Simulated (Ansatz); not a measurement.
Cost and result for the atomization energy of `[F][Ga]([F])[Cl]` (4 atoms, 3 bonds).

Charge 0, multiplicity 1. Correlated methods include outer-core shells of Ga, which these sets cover unevenly. Scalar relativity is left out up to krypton. Geometry: relaxed with PBE0-D4/def2-TZVP. Program: Ansatz. Hardware: A = 2 threads of an AMD EPYC 7R13 on a shared host; B = 2 threads of an AMD EPYC 7R13 on a shared host and a share of an NVIDIA H100 80 GB. Times are those of one run each, without the atoms' runs, and a repeat can differ threefold. Electronic energies, without spin–orbit coupling; frozen cores. CCSD(T)/CBS adds CCSD(T) − MP2 in def2-TZVPP to the MP2 limit, and its time is that of the two runs behind it. T1 = 0.014. With those shells the extrapolation isn't a true limit. B3LYP takes the VWN-RPA correlation (the form of Gaussian; ORCA's B3LYP/G). HSE06 is the plane-wave form, built on full-range PBE exchange.

CCSD(T)/CBS is a level of theory with its own doubt, some kJ/mol a heavy atom from the limit and from the frozen cores, so smaller differences don't rank the functionals.

| level | functions | wall time |
| --- | --- | --- |
| LDA (SPW92)/def2-TZVPP [A] | 152 | 0.81 s |
| revPBE-D4/def2-TZVPP [A] | 152 | 1.1 s |
| PBE-D4/def2-TZVPP (with forces) [A] | 152 | 1.3 s |
| PBE0-D4/def2-TZVPP [A] | 152 | 1.7 s |
| HSE06-D4/def2-TZVPP [A] | 152 | 1.8 s |
| BHLYP-D4/def2-TZVPP [A] | 152 | 1.9 s |
| B3LYP-D4/def2-TZVPP (with forces) [A] | 152 | 2.3 s |
| CCSD(T)/def2-SVP [A] | 78 | 2.4 s |
| CCSD(T)/def2-TZVPP [B] | 152 | 3.3 s |
| B97M-V/def2-TZVPP [A] | 152 | 3.7 s |
| CCSD(T)/def2-QZVPP [B] | 273 | 5 s |
| ωB97M-V/def2-TZVPP (with forces) [A] | 152 | 6 s |
| CCSD(T)/CBS(def2) | – | 8.3 s |

Task: What atomization energy does each give, and how far from CCSD(T)/CBS? (Estimate.)

Result: Ansatz gave: 
```json
{"level": "LDA (SPW92)/def2-TZVPP [A]", "atomization (kcal/mol)": "367.6", "difference from CCSD(T)/CBS": "52.7", "per bond": "17.6"}
{"level": "revPBE-D4/def2-TZVPP [A]", "atomization (kcal/mol)": "305.3", "difference from CCSD(T)/CBS": "-9.6", "per bond": "-3.2"}
{"level": "PBE-D4/def2-TZVPP (with forces) [A]", "atomization (kcal/mol)": "318.4", "difference from CCSD(T)/CBS": "3.5", "per bond": "1.2"}
{"level": "PBE0-D4/def2-TZVPP [A]", "atomization (kcal/mol)": "307.1", "difference from CCSD(T)/CBS": "-7.8", "per bond": "-2.6"}
{"level": "HSE06-D4/def2-TZVPP [A]", "atomization (kcal/mol)": "307.5", "difference from CCSD(T)/CBS": "-7.4", "per bond": "-2.5"}
{"level": "BHLYP-D4/def2-TZVPP [A]", "atomization (kcal/mol)": "289.0", "difference from CCSD(T)/CBS": "-25.9", "per bond": "-8.6"}
{"level": "B3LYP-D4/def2-TZVPP (with forces) [A]", "atomization (kcal/mol)": "302.3", "difference from CCSD(T)/CBS": "-12.6", "per bond": "-4.2"}
{"level": "CCSD(T)/def2-SVP [A]", "atomization (kcal/mol)": "295.1", "difference from CCSD(T)/CBS": "-19.8", "per bond": "-6.6"}
{"level": "CCSD(T)/def2-TZVPP [B]", "atomization (kcal/mol)": "308.2", "difference from CCSD(T)/CBS": "-6.7", "per bond": "-2.2"}
{"level": "B97M-V/def2-TZVPP [A]", "atomization (kcal/mol)": "313.5", "difference from CCSD(T)/CBS": "-1.4", "per bond": "-0.4"}
{"level": "CCSD(T)/def2-QZVPP [B]", "atomization (kcal/mol)": "315.2", "difference from CCSD(T)/CBS": "0.3", "per bond": "0.1"}
{"level": "ωB97M-V/def2-TZVPP (with forces) [A]", "atomization (kcal/mol)": "310.3", "difference from CCSD(T)/CBS": "-4.6", "per bond": "-1.5"}
{"level": "CCSD(T)/CBS(def2)", "atomization (kcal/mol)": "314.9", "difference from CCSD(T)/CBS": "0.0", "per bond": "0.0"}
```

Leaving LDA and LC-ωPBE aside and taking each functional with its dispersion term where it has one, the values spread over 29.4 kcal/mol, from BHLYP-D4 to PBE-D4. LDA lies +51.1 kcal/mol from PBE without D4, its usual overbinding. From r2SCAN to r2SCAN0 (25 % exact exchange), in def2-TZVPP and without D4, the atomization energy moves by −12.2 kcal/mol: exact exchange takes away binding that semilocal exchange gives to molecules. In def2-TZVPP, CCSD(T) changes the Hartree–Fock value by +86.0 kcal/mol (the triples alone add +7.4 kcal/mol) and MP2 by +107.7 kcal/mol; breaking electron pairs costs correlation energy, which Hartree–Fock lacks.
